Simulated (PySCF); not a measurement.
Compound: C3H10OPSi2 (doublet state).
Cartesian coordinates in Å at the GFN2-xTB level; atoms count from 1:
```
atom  x, y, z in Å
C1    -1.520   -0.171    1.607
O2    -2.186    0.235    0.451
Si3   -1.621    0.789   -0.958
C4    -0.460   -0.504   -1.796
C5     0.645   -0.958   -1.303
Si6    1.969   -0.974   -0.047
P7     1.887    0.740    1.449
H8    -0.978    0.666    2.057
H9    -2.264   -0.542    2.312
H10   -0.804   -0.966    1.380
H11   -0.864    2.036   -0.827
H12   -2.874    0.884   -1.687
H13   -0.843   -0.880   -2.740
H14    1.878   -2.190    0.770
H15    3.251   -0.905   -0.763
H16    3.229    1.055    1.350
H17    1.549    1.696    0.508
```

The hyperfine couplings belong to this conformer and change with its torsions.

The species is `CO[SiH2]/C=[C]\[SiH2]P` [radical].

Method used: UKS B3LYP, pcH-1 on C H O P Si, non-relativistic, mean-field spin-orbit, GIAO in PySCF. Geometry: GFN2-xTB, one conformer, isolated molecule. A GFN2-xTB geometry isn't a minimum of the functional, and hyperfine couplings can be far from their values at a DFT geometry. The SCF solution wasn't tested for stability.

Q: What is the g tensor, term by term?

A: 
```tsv
Δg (ppm)	1	2	3
relativistic mass correction	-151	-151	-151
gauge correction	17	8	-21
orbital Zeeman/spin–orbit	-665	-202	481
total	-799	-345	309
```

So g = 2.00152, 2.00197, 2.00263 and g_iso = 2.00204; the tensor is rhombic: the two nearest values differ by 41 % of g3 − g1. Axes: g1 points within 15° of the C4–C5 bond.

Q: What are the electron Larmor frequencies g μB B/h along the three axes at 350 mT?

A: 9.8048, 9.8070, 9.8102 GHz for g1, g2 and g3, a range of 5.4 MHz.

Q: At 9.742 GHz, how far is the centre of the isotropic spectrum from where a free electron (g = 2.002319) resonates?

A: B = hν/(g μB) with μB/h = 13.99624 MHz/mT gives 347.62 mT for the free electron and 347.67 mT at g_iso, 0.05 mT higher.

Q: In a frozen sample, at which fields do the three g values resonate at 9.5, 34, 94 and 263 GHz (hyperfine left aside), and which band first spreads them over more than twice a line width of 1.0 mT?

A: 
| band | GHz | B(g3) mT | B(g2) mT | B(g1) mT | spread mT |
| --- | --- | --- | --- | --- | --- |
| X | 9.5 | 338.93 | 339.04 | 339.12 | 0.19 |
| Q | 34.0 | 1213.02 | 1213.41 | 1213.69 | 0.67 |
| W | 94.0 | 3353.64 | 3354.73 | 3355.49 | 1.86 |
| J | 263.0 | 9383.05 | 9386.11 | 9388.24 | 5.19 |

The spread grows in proportion to the frequency. J band is the first where it exceeds 2.0 mT.

The Mulliken spin populations are largest on C5 (+0.87), C4 (-0.14), P7 (+0.08) and H13 (+0.08). C5 is the only atom above +0.15. The positive populations add up to 1.15 and the negative ones to -0.15, together 2S = 1.

The HOMO–LUMO gaps are 4.38 eV among the α and 4.69 eV among the β orbitals.
